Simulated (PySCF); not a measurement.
An unknown gives this computed stick spectrum. Method used: TDDFT CAM-B3LYP/def2-SVPD, vertical, gas phase, core orbitals frozen in the response in PySCF. Geometries: GFN2-xTB, one conformer each.

| state | E (eV) | λ (nm) | f |
| --- | --- | --- | --- |
| S1 | 6.44 | 192.5 | 0.010 |
| S2 | 6.84 | 181.3 | 0.0008 |
| S3 | 7.20 | 172.2 | 0.024 |
| S4 | 7.28 | 170.3 | 0.019 |
| S5 | 7.32 | 169.3 | 0.014 |
| S6 | 7.63 | 162.5 | 0.053 |
| S7 | 7.76 | 159.9 | 0.0091 |
| S8 | 7.96 | 155.7 | 0.077 |

Orbital energies (eV): HOMO-3 -10.66, HOMO-2 -10.29, HOMO-1 -9.40, HOMO -7.92, LUMO 1.32, LUMO+1 1.43, LUMO+2 1.88.

Question: Which structure fits? All have the formula C5H10OSi.
A. `C=C1COCC[SiH2]1`
B. `C[SiH](C)/C=C\C=O`
C. `C[SiH2]O[C@]12C[C@H]1C2`
D. `O[C@@H]1[C@@H](C1=C)C[SiH3]`
E. `C=C(O[SiH3])C1CC1`

Answer: C. Its S1, at 6.44 eV, is the highest among the candidates; the nearest of the others has S1 at 6.18 eV. S1 is HOMO→LUMO+1 (89%). Löwdin shares by element: HOMO carbon 57% or more, oxygen 19% (atoms not listed hold the other 25%); LUMO silicon 34%, carbon 20% or more, hydrogen 16% or more (atoms not listed hold the other 30%). At the same level the other candidates give, for their lowest levels:
- `C=C(O[SiH3])C1CC1`: 6.18 eV (f 0.012); 6.50 eV (f 0.188); 6.82 eV (f 0.017); 7.11 eV (f 0.000); 7.18 eV (f 0.013); T1 4.21 eV; HOMO -7.89, LUMO 1.18 eV
- `C=C1[C@@H](C[SiH3])[C@H]1O`: 5.65 eV (f 0.008); 6.06 eV (f 0.051); 6.73 eV (f 0.007); 7.13 eV (f 0.235); 7.28 eV (f 0.152); T1 4.32 eV; HOMO -8.62, LUMO 0.55 eV
- `C[SiH](C)/C=C\C=O`: 3.71 eV (f 0.000); 5.23 eV (f 0.002); 5.44 eV (f 0.150); 5.86 eV (f 0.033); 6.33 eV (f 0.046); T1 3.24 eV; HOMO -9.01, LUMO -1.18 eV
- `C=C1COCC[SiH2]1`: 6.18 eV (f 0.003); 6.99 eV (f 0.343); 7.07 eV (f 0.061); 7.28 eV (f 0.010); 7.39 eV (f 0.006); T1 4.27 eV; HOMO -8.79, LUMO 0.78 eV

The values belong to the conformer `[CH3:1][SiH2:2][O:3][C@:4]12[CH2:5][C@H:6]1[CH2:7]2`: C1–Si2–O3–C4 -172°, Si2–O3–C4–C5 -134°.
Triplets come from the Tamm–Dancoff approximation.

Without π bonds the low states are Rydberg-like; a valence basis with one diffuse set may place them up to an eV too high.
